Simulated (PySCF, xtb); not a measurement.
SrCl, SMILES [Cl][Sr], multiplicity 2.

Harmonic wavenumbers (cm⁻¹) from xtb with GFN2-xTB at its own minimum, in rising order: 236.

### Question
What does PySCF with B3LYP-D3(BJ)/def2-TZVPD give at its own minimum? (An estimate is asked for; the answer gives what the named calculation found.)

### Answer
289. Paired by order, the mean absolute difference is 53 cm⁻¹ and the zero-point energies are 0.3 and 0.4 kcal/mol.
